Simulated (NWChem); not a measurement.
CH₃BeClO; SMILES C[O][Be][Cl]

```xyz
7

Be     0.0055    -0.1853     0.0030
Cl     0.0038    -2.0084     0.0059
O      0.0079     1.1954     0.0011
C     -0.0135     2.5840    -0.0035
H      0.7086     2.9833     0.7202
H      0.2445     2.9709    -0.9977
H     -1.0112     2.9557     0.2634
```
Atoms are numbered in this order, from 1.

Program: NWChem. Pople sets run with spherical d functions. Structure relaxed at the B3LYP/6-31G* (spherical d) level. B3LYP is NWChem's, with the RPA form of VWN correlation. GIAO values for the isolated, static molecule; σ is the absolute isotropic shielding, δ = σ(reference) − σ with the isolated reference molecule computed at the same levels (13C: tetramethylsilane, 1H: tetramethylsilane, 17O: water).

```json
[
 {"level": "Hartree-Fock/6-31G*", "σ Be1 (ppm)": "115.0", "σ Cl2 (ppm)": "1093.0", "δ O3 (ppm)": "-20.5", "δ C4 (ppm)": "49.6", "δ H5 (rotor mean) (ppm)": "3.80"},
 {"level": "B3LYP/6-31G*", "σ Be1 (ppm)": "110.9", "σ Cl2 (ppm)": "1066.6", "δ O3 (ppm)": "1.7", "δ C4 (ppm)": "52.3", "δ H5 (rotor mean) (ppm)": "3.89"},
 {"level": "B3LYP/6-311G**", "σ Be1 (ppm)": "106.1", "σ Cl2 (ppm)": "1042.8", "δ O3 (ppm)": "20.9", "δ C4 (ppm)": "54.3", "δ H5 (rotor mean) (ppm)": "4.03"}
]
```
